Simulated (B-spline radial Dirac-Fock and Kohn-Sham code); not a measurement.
Satellites and hypersatellites of the K lines of Tc¹⁰⁺

System: the Tc¹⁰⁺ ion, configuration [Ar] 3d10 4s2 4p3.

Calculated with a B-spline atomic structure program, using relaxed Dirac-Fock hole states (ΔSCF) with Breit and QED corrections and a finite nucleus. Each two-hole energy is an average over J within one jj subconfiguration, not an observable level; in light atoms, where LS coupling holds, the j-resolved values are not observed lines, and for a K spectator the Kα1 hypersatellite is nearly forbidden. Correlation and solid-state effects are left out.

Lines without a spectator: Kα1 (K-L3) 18367.8 eV, Kβ1 (K-M3) 20624.7 eV. Shifts in eV with one spectator hole (a dash: not computed, or left out as unreliable):

```tsv
spectator hole	Kα1	Kβ1
K (1s)	+491.7	+613.7
M4 (3d3/2)	-1.24	–
M5 (3d5/2)	-0.06	–
```
